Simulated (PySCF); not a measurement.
CH8O3Si2, SMILES O[C@H]([SiH3])[SiH](O)O.

The structure is a stationary point at r2SCAN-D4/def2-SVP. The structure was generated by enumeration; whether it is a known compound was not checked. One conformer was computed; it need not be the lowest.

All values below come from TDA-ωB97X/def2-SVPD (PySCF).

Vertical excitations. Isolated molecule, no solvent.

| state | energy (eV) | λ (nm) | f | main pairs |
|---|---|---|---|---|
| S1 | 7.13 | 174 | 0.007 | HOMO→LUMO+1 49 %, HOMO→LUMO 17 %, HOMO→LUMO+2 12 % |
| S2 | 7.75 | 160 | 0.016 | HOMO→LUMO 44 %, HOMO→LUMO+2 30 % |
| S3 | 7.85 | 158 | 0.016 | HOMO−1→LUMO+1 54 %, HOMO−1→LUMO 11 %, HOMO−1→LUMO+2 8 % |
| S4 | 8.07 | 154 | 0.006 | HOMO→LUMO+2 35 %, HOMO→LUMO+1 23 %, HOMO→LUMO+3 11 %, HOMO→LUMO 11 % |
| S5 | 8.38 | 148 | 0.009 | HOMO−3→LUMO 35 %, HOMO−5→LUMO 27 %, HOMO−2→LUMO+1 8 % |
| S6 | 8.48 | 146 | 0.029 | HOMO−1→LUMO+2 32 %, HOMO−2→LUMO 14 %, HOMO−1→LUMO 10 %, HOMO−4→LUMO 8 % |
| T1 | 6.74 | 184 | 0 | HOMO→LUMO+1 51 %, HOMO→LUMO 13 %, HOMO→LUMO+5 8 % |
| T2 | 7.41 | 167 | 0 | HOMO−1→LUMO+1 43 %, HOMO−1→LUMO 14 % |
Triplets are in the Tamm–Dancoff approximation.
